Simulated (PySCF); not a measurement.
PBE0 on Hf⁺ (hafnium, charge +1), [Xe] 4f14 6s2 6p1, 2P determinant (an excited configuration). All numbers are calculated (PySCF 2.14, the spin-free X2C one-electron Hamiltonian (Gaussian nucleus), in x2c-TZVPPall with one added diffuse shell each of s, p, d, f type (12s8p8d4f1g, 113 functions)).

```
cycle= 3 E= -15077.9207032232  delta_E= -0.00719  |g|= 0.0195  |ddm|= 0.212
cycle= 4 E= -15077.9246813722  delta_E= -0.00398  |g|= 0.0185  |ddm|= 0.285
cycle= 5 E= -15077.9270566039  delta_E= -0.00238  |g|= 0.00988  |ddm|= 0.268
cycle= 6 E= -15077.9279830948  delta_E= -0.000926  |g|= 0.00286  |ddm|= 0.279
cycle= 7 E= -15077.9279993419  delta_E= -1.62e-05  |g|= 0.00192  |ddm|= 0.0417
cycle= 8 E= -15077.9280391673  delta_E= -3.98e-05  |g|= 0.00102  |ddm|= 0.0392
cycle= 9 E= -15077.9280599452  delta_E= -2.08e-05  |g|= 0.000259  |ddm|= 0.0525
cycle= 10 E= -15077.9280603128  delta_E= -3.68e-07  |g|= 6.97e-05  |ddm|= 0.00488
cycle= 11 E= -15077.9280603387  delta_E= -2.6e-08  |g|= 2.86e-05  |ddm|= 0.00194
cycle= 12 E= -15077.9280603449  delta_E= -6.17e-09  |g|= 1.76e-05  |ddm|= 0.000508
cycle= 13 E= -15077.9280603377  delta_E= 7.23e-09  |g|= 1.46e-05  |ddm|= 0.000537
cycle= 14 E= -15077.9280603349  delta_E= 2.81e-09  |g|= 8.38e-07  |ddm|= 0.00078
cycle= 15 E= -15077.9280603349  delta_E= -1.82e-12  |g|= 1.38e-07  |ddm|= 2.69e-05
converged SCF energy = -15077.9280603349  <S^2> = 1.5203385  2S+1 = 2.6610814
```

Highest occupied orbital energy: -9.135 eV; ⟨L²⟩ = 5.17; populations by l: s 11.47, p 25.00, d 20.53, f 14.00.

(1) Can this result be used?

Results:

(1) Not for this state. Self-consistency was reached. ⟨L²⟩ = 5.17 against 2 for a pure P term, so this real determinant mixes terms. Spin-orbit coupling, absent here, splits the open shell strongly. ⟨S²⟩ = 1.52 against 0.75 shows spin contamination. The s, p, d and f populations moved away from the nominal configuration during the SCF.
